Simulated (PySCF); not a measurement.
# Bond lengths and vibrations by method: ClO2Si anion

All numbers below are calculated, not measured. They come from PySCF 2.14.0, an open-source quantum chemistry program, on an isolated molecule that a program drew, which may never have been made. The molecule is ClO2Si anion (charge -1, singlet), drawn as the SMILES string `O=[Si]([O-])Cl`.

The geometry was optimised and harmonic frequencies were computed with HF and MP2, all in the aug-cc-pV(D+d)Z basis, for the commonest isotopes, with a restricted reference for singlets and an unrestricted one otherwise, and a frozen core in MP2. Each result is a local minimum of its method.

Geometry at the HF minimum:
```xyz
4
ClO2Si anion, angstrom
O    -0.7481    1.3416   -1.8935
Si   -0.6732   -0.0773   -1.3549
O    -1.4343   -0.9532   -0.3738
Cl    0.9540   -1.1343   -2.2162
```

Lengths of the bonds as drawn, in Å (atoms numbered as above):
```
bond,HF,MP2
O1-Si2,1.520,1.568
Si2-O3,1.520,1.568
Si2-Cl4,2.123,2.146
```

Rotational constants, in GHz:
```
constant,HF,MP2
A,7.853,7.351
B,3.796,3.706
C,2.559,2.464
```

Harmonic frequencies in cm^-1, each column in rising order, so a row needn't be the same motion in every method:
| rank | HF | MP2 |
|---|---|---|
| 1 | 274 | 249 |
| 2 | 365 | 324 |
| 3 | 422 | 362 |
| 4 | 512 | 467 |
| 5 | 1064 | ? |
| 6 | 1371 | 1216 |

**Estimate the missing MP2 frequency from the HF column.**

A single factor s that minimises the squared misfit of MP2 against s times HF over the other rows is sum(HF x MP2) / sum(HF^2) = 0.8882, with an rms misfit of 8 cm^-1. For rank 5 it gives 0.8882 x 1064 = 945 cm^-1. The calculation gives 933 cm^-1, 12 cm^-1 below the estimate. The drawn bonds are on average 2.5 % longer in MP2 than in HF.
